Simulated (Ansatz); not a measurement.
Consider the redistribution: `B[O][AlH][BH2]` + `N[SiH2][GeH3]` → `B[O][AlH][NH2]` + `B[SiH2][GeH3]`.

Program: Ansatz. Geometries: PBE0-D4/def2-TZVP. ΔE: electronic, gas phase. CCSD(T)/CBS is the MP2 limit (def2-TZVPP, def2-QZVPP) plus CCSD(T) − MP2 in def2-TZVPP, frozen cores. Functionals use def2-TZVPP. B3LYP here is the variant with VWN-RPA as its local correlation; programs differ in this. For Ge outer-core shells are correlated without core-valence functions, which leaves a few kJ/mol of doubt a bond. Scalar relativity is left out up to krypton. One conformer a species, not always the lowest.

| level | ΔE (kJ/mol) | difference from CCSD(T)/CBS |
| --- | --- | --- |
| r2SCAN-D4 | -85.9 | -8.6 |
| B3LYP-D4 | -78.6 | -1.3 |
| r2SCANh-D4 | -84.5 | -7.2 |
| r2SCAN0 | -82.3 | -5.0 |
| CAM-B3LYP | -75.3 | 2.0 |
| LC-ωPBE | -74.1 | 3.2 |
| CCSD(T)/def2-SVP | -84.6 | -7.3 |
| MP2/def2-TZVPP | -80.6 | -3.3 |
| HF/def2-QZVPP | -66.0 | 11.3 |
| HF/CBS(def2) | -65.9 | 11.4 |
| CCSD(T)/CBS | -77.3 | 0 |

Largest T1 diagnostic among the species: 0.014.

In def2-TZVPP, CCSD(T) changes the Hartree–Fock value by −12.1 kJ/mol (the triples alone add −2.2 kJ/mol) and MP2 by −14.4 kJ/mol. Leaving LDA and LC-ωPBE aside and taking each functional with its dispersion term where it has one, the values, not all of them listed here, spread over 12.2 kJ/mol, from r2SCAN-D4 to ωB97X-V. LDA lies −3.6 kJ/mol from PBE without D4. From BLYP to BHLYP (50 % exact exchange), in def2-TZVPP and without D4, ΔE moves by +5.9 kJ/mol.
